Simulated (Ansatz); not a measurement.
1,1,1,2-tetrafluoroethane (C2H2F4), SMILES FCC(F)(F)F.

Geometry: PBE-D3(BJ)/def2-SVP.

Two levels are set side by side: PBE/def2-SVPD (Ansatz, an electronic-structure program) and CAM-B3LYP/def2-SVPD (Ansatz). Energy differences of separate SCF runs at the same geometry; the states with an electron removed or added have multiplicity 2 and 2. Differences are taken from unrounded values.

```tsv
quantity	PBE
vertical ionisation energy (eV)	12.55
vertical singlet–triplet gap (eV)	8.40
```

Question: These are the PBE values. What does CAM-B3LYP give? (An estimate is asked for; the answer gives what the named calculation found.)

Answer: 
| quantity | CAM-B3LYP | PBE minus CAM-B3LYP |
|---|---|---|
| vertical ionisation energy (eV) | 13.58 | -1.03 |
| vertical singlet–triplet gap (eV) | 9.45 | -1.05 |
